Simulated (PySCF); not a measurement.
Isomers of C9H11F3, from PBE0-D3(BJ)/def2-SVP geometry optimisation, gas phase in PySCF. One conformer each, no zero-point energy, no frequencies.

Question: Which isomer lies lower at this level?
A. `[CH2:1]=[C:2]([CH3:3])[C@:4]12[CH2:5][C@:6]([C:7]([F:8])([F:9])[F:10])([CH2:11]1)[CH2:12]2` with C1–C2–C4–C5 0°: A = 2265, B = 513.8, C = 488.4 MHz, dipole 2.46 D
B. `[CH:1]#[C:2][C@H:3]1[CH2:4][CH2:5][C@@H:6]([C:7]([F:8])([F:9])[F:10])[CH2:11][CH2:12]1` with C2–C3–C4–C5 68°, C3–C4–C5–C6 56°, C4–C5–C6–C7 180°, C5–C6–C11–C12 55°: A = 1707, B = 560.3, C = 557.6 MHz, dipole 2.34 D

Answer: B. That is `C#C[C@H]1CC[C@@H](C(F)(F)F)CC1`, 20.3 kcal/mol below the other.

```csv
SMILES,mapped SMILES,E (Eh),relative (kcal/mol),relative (kJ/mol),dipole (D)
C#C[C@H]1CC[C@@H](C(F)(F)F)CC1,[CH:1]#[C:2][C@H:3]1[CH2:4][CH2:5][C@@H:6]([C:7]([F:8])([F:9])[F:10])[CH2:11][CH2:12]1,-647.91894,0.0,0.0,2.34
C=C(C)[C@]12C[C@](C(F)(F)F)(C1)C2,[CH2:1]=[C:2]([CH3:3])[C@:4]12[CH2:5][C@:6]([C:7]([F:8])([F:9])[F:10])([CH2:11]1)[CH2:12]2,-647.88654,20.3,85.1,2.46
```

As drawn, the lower has a C≡C bond, which the higher lacks; the higher has a four-membered ring, a C=C bond outside aromatic rings and a quaternary carbon, which the lower lacks.
